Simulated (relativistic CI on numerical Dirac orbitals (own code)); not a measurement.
Computed by Dirac-Coulomb-Breit CI, separate exchange-only KLI orbitals for each configuration, model QED (radiative potential, 1s self-energy scaled to tabulated hydrogen-like ionisation energies), unscaled Slater integrals (own radial code, finite nucleus).

The strongest absorption lines from the ground level of an ion, among the configurations computed and to levels below about 222 eV (vacuum wavelength in nm, gf): 7.1373 (0.64), 7.2159 (0.39), 7.2778 (0.65), 7.5541 (0.73), 7.5751 (0.23), 7.5814 (0.54), 7.6493 (0.23), 7.7428 (0.21).

Q: Which ion is it?
A. Nb¹⁸⁺
B. Tc²⁰⁺
C. Ag²⁴⁺
D. Tc²²⁺

A: B. Tc²⁰⁺ has 23 electrons and the ground level 3s2.3p6.3d5 6S_5/2; the strongest line goes to 3s2.3p5.3d6 6P°_3/2. The pattern of lines fixes the number of electrons, and along that sequence the line energies rise steadily with the charge (about as its square where n changes within one kind of shell, about linearly where n is kept but much faster in heavy ions where fine structure, which grows about as Z⁴, sets the gap, and irregularly where shells cross), which fixes Z. Configurations outside the model, such as inner-shell arrays, can give stronger lines. At this charge energies of transitions that change n are usually good to better than 1 %, and those within a shell (Δn = 0) to a few per cent. Terms inside the open d or f shell come out 10 to 20 % too wide with unscaled integrals.

LS names give the leading component of a level, which can be under half, so a name can repeat, a term be missing and a line seem to break the LS rules.
